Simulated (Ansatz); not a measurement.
Molecule (SMILES): [F][Ge][F] (closed-shell singlet).
Geometry (B3LYP-D3(BJ)/def2-TZVP, fixed):
```xyz
3

Ge     0.0109    -0.0062     0.4176
F      0.6316     1.1604    -0.7423
F     -0.6702    -1.1385    -0.7424
```
Charge 0, spin multiplicity 1.

Basis-set convergence of the dipole moment at PBE0 with Ansatz (an electronic-structure program). Dipoles come from the density behind the forces; the sign is taken along the dipole that this method gives in the largest set. All functions are spherical. The program fits the integrals of some runs and decomposes those of others, by size. No added dispersion term, no relativity. Reference: the value in aug-cc-pVQZ, 2.602 D, itself unsure by roughly 0.002 D (its distance from def2-QZVPPD). Deviations are taken from unrounded values.

| basis | functions | dipole moment (D) | minus reference (D) |
|---|---|---|---|
| def2-SVP | 60 | 2.405 | -0.197 |
| aug-cc-pVDZ | 82 | 2.637 | 0.035 |
| aug-pcseg-1 | 82 | 2.601 | -0.001 |
| def2-TZVPP | 110 | 2.566 | -0.036 |
| aug-cc-pVTZ | 151 | 2.596 | -0.006 |
| aug-pcseg-2 | 151 | 2.601 | -0.001 |
| def2-QZVP | 189 | 2.592 | -0.010 |
| def2-QZVPP | 203 | 2.598 | -0.004 |
| aug-cc-pVQZ | 253 | 2.602 | 0.000 |

The smallest set listed that lies within 0.1 D of the reference with all its larger relatives (same family, alike in diffuse functions; a set with none counts only in the reference's own line) is aug-cc-pVDZ (82 functions, 0.035 D off), level with aug-pcseg-1.
